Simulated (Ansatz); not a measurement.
Cu(NH3)(SiH3) (CuSiNH6). Total charge 0; singlet. Geometry PBE0-D4/def2-TZVP, basis def2-TZVP, Ansatz.

| run | HOMO (eV) | LUMO (eV) |
| --- | --- | --- |
| A | -4.98 | -1.40 |
| B | -7.98 | 0.57 |
| C | -5.05 | -0.80 |
| D | -6.68 | -0.12 |
| E | -5.46 | -0.58 |
| F | -5.90 | -0.65 |

The runs used BHLYP, PBE, PBE0, r2SCAN, r2SCANh, ωB97M-V. Estimate which is which.

A PBE (0 % exact exchange); B ωB97M-V (range-separated); C r2SCAN (0 % exact exchange); D BHLYP (50 % exact exchange); E r2SCANh (10 % exact exchange); F PBE0 (25 % exact exchange). Exact exchange lowers occupied and raises empty levels; among semilocal functionals meta-GGAs tend to open the gap a little, and such runs are hard to tell apart. The gap grows from 3.58 eV (PBE) to 8.55 eV (ωB97M-V).
